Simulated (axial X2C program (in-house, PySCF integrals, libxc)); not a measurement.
## SnCO⁺: properties at the nuclei

Calculated with an axial X2C code built on PySCF integrals: two-component X2C with atomic mean-field Coulomb and Gaunt terms, Gaussian nuclei, basis Sn dyall-v3z, C dyall-v3z, O dyall-av3z with contracted cores.

Sn–C–O held linear, with bonds 2.474 and 1.117 Å (near the PBE0 minimum at charge 1 of the determinant lowest at the starting distance; the state shown can have its own minimum elsewhere, held linear; other orders of the atoms were not compared).

Input and command:
```json
{"zs": [50, 6, 8], "q": 1, "bas": ["dyall-v3z", "dyall-v3z", "dyall-av3z"], "r0": [2.1, 1.13], "symm": 0, "scan": ["PBE0", "HF", "LDA"], "levels": ["PBE0", "HF", "B3LYP"], "nst": 2}
```
```bash
python solin.py task.json out
```

Keys: zs atomic numbers; q charge; bas basis sets; r0 starting distance in Å; symm equal bonds; scan levels of the two-bond scan; levels methods; nst determinants followed.

Determinant lowest in the PBE0 search, Ω = 1/2 (⟨Sz⟩ = -0.49, ⟨Lz⟩ = 0.99 at PBE0), spin on the atoms Sn -0.46, C -0.01, O -0.02:

```json
{"level": "PBE0", "Eeff magnitude (GV/cm)": "0.323", "Ws magnitude Sn (kHz)": "0.459", "A∥/gI Sn (MHz)": "3010", "qzz Sn (a.u.)": "2.04", "A∥/gI C (MHz)": "33.9", "qzz C (a.u.)": "-0.84", "A∥/gI O (MHz)": "48.9", "qzz O (a.u.)": "-0.78"}
{"level": "HF", "Eeff magnitude (GV/cm)": "0.796", "Ws magnitude Sn (kHz)": "0.825", "A∥/gI Sn (MHz)": "2990", "qzz Sn (a.u.)": "2.68", "A∥/gI C (MHz)": "22.7", "qzz C (a.u.)": "-1.03", "A∥/gI O (MHz)": "27.1", "qzz O (a.u.)": "-0.84"}
{"level": "B3LYP", "Eeff magnitude (GV/cm)": "0.69", "Ws magnitude Sn (kHz)": "0.876", "A∥/gI Sn (MHz)": "2910", "qzz Sn (a.u.)": "2.03", "A∥/gI C (MHz)": "28.9", "qzz C (a.u.)": "-0.86", "A∥/gI O (MHz)": "51.3", "qzz O (a.u.)": "-0.80"}
```

Determinant 0.33 eV from it at PBE0 and this distance, Ω = 3/2 (⟨Sz⟩ = 0.50, ⟨Lz⟩ = 1.00 at PBE0), spin on the atoms Sn 0.46, C 0.02, O 0.02:

```csv
level,Eeff magnitude (GV/cm),Ws magnitude Sn (kHz),A∥/gI Sn (MHz),qzz Sn (a.u.),A∥/gI C (MHz),qzz C (a.u.),A∥/gI O (MHz),qzz O (a.u.)
PBE0,1.35,0.478,305,1.45,-2.31,-0.83,12.7,-0.76
HF,4.47,1.7,301,2.22,-3.77,-1.02,8.8,-0.83
B3LYP,0.984,0.341,357,1.44,0.672,-0.85,13.4,-0.78
```

Eeff is the effective electric field on the electron electric dipole moment in this Ω state and Ws the scalar–pseudoscalar constant of the nucleus named (defined with the proton number Z and per Ω); A∥ (defined per Ω) follows by multiplying with gI = μI/(I μN); qzz is the electric field gradient, eQq0 = 234.96 MHz × Q/barn × qzz. The operators were transformed with the bare-nucleus X2C matrices; with these basis sets, hyperfine constants and field gradients can be off by tens of per cent, and where levels differ in sign neither size nor sign is settled.

(1) With gI(119Sn) = -2.0946, gI(13C) = 1.4048, gI(17O) = -0.7575, Q(17O) = -0.02558 barn (g factors from the IAEA table of nuclear moments by Stone; Q from Pyykkö, Mol. Phys. 2018), turn the PBE0 values of the first state into constants in MHz.

The molecule was held linear; bending was not examined, so a bent shape may lie lower.

Each state is one determinant with collinear spin. Unrestricted Hartree–Fock can overshoot spin polarisation at the nuclei. In the state Ω = 1/2 the sign of Eeff differs between levels (HF against PBE0). Where Eeff spreads by more than a factor of two the levels disagree and none is to be relied on. The search compared states at one distance, so a state with another bond length can lie lower. The sign of Ws at Sn differs between levels in the first state. PBE0 term energies can be off by some tenths of an eV.

Results:

(1) A∥(119Sn) = 3010 × -2.0946 = -6300 MHz; A∥(13C) = 33.9 × 1.4048 = 47.6 MHz; A∥(17O) = 48.9 × -0.7575 = -37 MHz; eQq0(17O) = 234.96 × (-0.02558) × (-0.78) = 4.69 MHz.
